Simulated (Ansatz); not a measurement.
Saddle point of ZnH3BrO, closed shell (ZnH₂O ([OH][ZnH]) + HBr → ZnHBrO ([OH][Zn][Br]) + H₂; bonds formed: Zn1–Br5, H2–H4; bonds broken: Zn1–H2, H4–Br5), PBE0-D4/def2-TZVP structure:

```tsv
atom	x (Å)	y (Å)	z (Å)
Zn1	0.1220	-0.1473	0.1836
H2	-0.2265	1.2036	1.0390
O3	0.7330	-1.7678	-0.2057
H4	-0.6717	1.5122	0.0285
Br5	-1.1147	1.4188	-1.5711
H6	1.1579	-2.2196	0.5258
```

Energies are electronic, without zero-point energy. Barriers and step energies count from the start structure reached by relaxing down the imaginary mode; all methods use the PBE0-D4 structures, on which another method's saddle can fall below an end. Program: Ansatz 0.2.0. Basis: def2-TZVPP, with def2-QZVPP for the basis limit. Cores are frozen in the correlated methods. The 3s and 3p shells of Cu and Zn are frozen; filled d shells are correlated. The def2 sets are not built for correlating such inner shells, so the correlated values are less sure here. B3LYP uses VWN-RPA correlation. Extrapolation: Hartree–Fock as exp(−7.88 √X), correlation as X^−2.97.

| method | barrier (kJ/mol) | step energy (kJ/mol) |
| --- | --- | --- |
| SPW92 | 18.9 | -78.9 |
| PBE-D4 | 33.9 | -95.6 |
| BLYP-D4 | ? | -95.6 |
| r2SCAN-D4 | 36.9 | -101.9 |
| B97M-V | 53.6 | -89.9 |
| PBE0-D4 | 41.3 | -103.0 |
| B3LYP-D4 | ? | -100.7 |
| r2SCAN0-D4 | ? | -107.3 |
| BHLYP-D4 | 62.3 | -108.8 |
| CAM-B3LYP-D4 | 60.4 | -97.9 |
| wB97X-V | 60.8 | -103.5 |
| wB97M-V | 61.2 | -100.8 |
| B2PLYP | 55.8 | -105.5 |
| PBE-QIDH | 48.7 | -109.7 |
| RPA on PBE | 64.6 | -93.8 |
| HF | 85.0 | -126.9 |
| MP2 | 56.5 | -108.0 |
| CCSD | 66.6 | -103.1 |
| CCSD(T) | 60.1 | -101.8 |

(1) Fill in the withheld barriers. (To be estimated.)

The T1 diagnostic stays at or below 0.015. The end structure is not quite a true minimum (one mode of 47i cm⁻¹).

Answers

(1) By the calculation: BLYP-D4 48.7; B3LYP-D4 53.5; r2SCAN0-D4 43.1 kJ/mol. Each is the energy of the saddle less that of the start structure, by the same method.

For comparison, the barrier by CCSD(T) at an estimated basis limit (MP2 extrapolated from triple and quadruple zeta, plus CCSD(T) − MP2 in triple zeta) is 53.8 kJ/mol.

Labels in which every atom is bracketed show which atoms are joined, not bond orders.

For scale, one of the runs: CCSD(T)/def2-TZVPP, 185 basis functions, launched by `ansatz run in.yaml --threads 4 --pin off --events-out ev --progress --plain --max-ram 9574MiB`. The run took 82 s on 4 CPU threads of an Intel Xeon (shared host), with 2 GiB of host memory at its peak.
